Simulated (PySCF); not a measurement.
Ga(F)3, SMILES [Ga]([F])([F])[F] (F3Ga) (CAM-B3LYP/def2-SVP optimised geometry):

```
4

Ga    -0.430     0.001     0.000
F      1.291     0.001     0.000
F     -1.287    -1.492    -0.002
F     -1.291     1.492     0.000
```

Level of theory: CAM-B3LYP/def2-TZVP run with PySCF.

Problem. What are the frontier orbital energies and the dipole moment?

Solution. HOMO-2 -13.45 eV, HOMO-1 -13.45 eV, HOMO -13.39 eV, LUMO -1.43 eV, LUMO+1 -0.08 eV; dipole moment 0.01 D.

Meta-Löwdin charges at CAM-B3LYP/def2-TZVP: Ga1 1.42, F2 -0.47, F3 -0.47, F4 -0.47.
